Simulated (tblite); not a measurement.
Compound: C₄H₆O₂Si.
SMILES: `O=C1OCC=C1[SiH3]`

Level: GFN2-xTB in tblite, geometry and Hessian alike; calculated harmonic values, unscaled, isolated species. Errors from tens to a few hundred cm⁻¹ against measured bands are possible. Modes of hydrogen on silicon can be 10 to 20 % off.

Harmonic wavenumbers (cm⁻¹): 57.5, 130.2, 142.4, 221.1, 338.3, 416.5, 492.9, 540.6, 572.3, 701.8, 706.3, 762.3, 767.9, 770.8, 804.4, 806.9, 948.4, 970.8, 1015.1, 1090.1, 1114.6, 1121.7, 1218.3, 1258.5, 1432.4, 1652.2, 1789.1, 2251.7, 2300.4, 2302.6, 2902.6, 2932.3, 3142.9.

A = 3907, B = 1813, C = 1267 MHz; mass 114.014 u (most abundant isotopes); point group Cs, symmetry number 1.

Task: Zero-point energy?

Result: Half the sum of the wavenumbers: 18838 cm⁻¹ = 53.86 kcal/mol.

Task: Entropy at 200 K, 1 bar (ideal gas, RRHO, classical rotation)?

Result: Translation 38.15, rotation 26.78, vibration 11.39: S = 76.3 cal/(mol K).

Task: And Cp and H(200 K) − H(0)?

Result: Cp = 21.64 cal/(mol K), of which vibrations give 13.69 (their classical limit is 33 R = 65.6); H(200 K) − H(0) = 2.88 kcal/mol without the zero-point energy, 1.29 from vibrations.

Task: How do the functions run with temperature in this model?

Result: 
```tsv
T (K)	S (cal/(mol K))	Cp (cal/(mol K))	H − H(0) (kcal/mol)	G − H(0) (kcal/mol)	ln q(vib)
50	55.5	11.0	0.45	-2.32	0.25
100	64.2	14.4	1.09	-5.33	0.93
298.15	86.5	29.7	5.40	-20.39	4.13
373.15	93.8	35.3	7.84	-27.15	5.44
500	105.2	42.9	12.83	-39.78	7.69
750	124.7	52.9	24.91	-68.60	12.06
1000	140.8	59.0	38.95	-101.84	16.13
```

q(vib) and H(0) count from the zero-point level.

Task: Blend soft modes into free rotors: weight 1/[1 + (100 cm⁻¹/ν̃)⁴] for the oscillator and the rest for a rotor with moment μB/(μ + B), μ = h/(8π²ν), B = 10⁻⁴⁴ kg m². What vibrational entropy results?

Result: 10.76 cal/(mol K) in place of 11.39, which changes −T·S at 200 K by +0.13 kcal/mol.

Task: Which modes carry the vibrational entropy at 200 K?

Result: 57.5 cm⁻¹: 3.76; 130.2 cm⁻¹: 2.19; 142.4 cm⁻¹: 2.02; 221.1 cm⁻¹: 1.26; 338.3 cm⁻¹: 0.65; 416.5 cm⁻¹: 0.42 cal/(mol K); the other 27 give 1.10 together.

Hindered rotation and anharmonicity are outside this model.

On one thread, Arm Neoverse N1 (aarch64), no GPU (shared host), this took 0.57 s wall. This covers the Hessian and the dipole derivatives.
